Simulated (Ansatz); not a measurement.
The cluster B10⁺, relaxed as a doublet with UKS PBE0-D4/def2-SVP in Ansatz, starting from the GFN1-xTB geometry. Force threshold 0.03 eV/Å.

The charge 1 doublet is spin-contaminated (final ⟨S²⟩ up to 1.28, 0.75 for a pure state). The relaxation made no stability test and no search for a lower SCF solution. Another isomer (doublet) lies 1.05 eV lower at PBE0-D4/def2-TZVP; other spin states weren't run for this one.

Start:

```xyz
10

B     0.590   -1.134   -2.000
B     1.275    0.224   -1.903
B    -0.902   -1.351    0.278
B    -1.417   -0.800    1.622
B     1.369    1.443   -0.953
B    -0.186    1.573    1.708
B     0.589    1.495    0.376
B    -1.119    0.530    2.314
B     0.186   -0.084   -0.376
B    -0.385   -1.896   -1.066
```

Task: Estimate the energy that the relaxation releases and the steps that it takes.

Result: 62.3 kJ/mol, in 11 steps; 50 s on 4 threads of Arm Neoverse V1 on a shared host. No frequencies were taken in this run, so the end may be a saddle point.

Task: Does the start keep its bonding and symmetry?

Result: By distances, no bond broke or formed. The bond that changes most is B9–B10, from 2.02 to 1.79 Å (atoms count from 1). Point group Cs at the start, Cs at the end, both within 0.05 Å.

Task: Predict the relaxed structure.

Result: 
```xyz
10

B     0.607   -1.141   -2.115
B     1.331    0.239   -2.073
B    -0.864   -1.332    0.337
B    -1.306   -0.618    1.686
B     1.310    1.297   -0.937
B    -0.266    1.366    1.758
B     0.596    1.444    0.425
B    -1.377    0.655    2.583
B     0.274   -0.130   -0.634
B    -0.305   -1.778   -1.030
```
Bond lengths: 15 × B–B 1.54 to 1.92 Å.
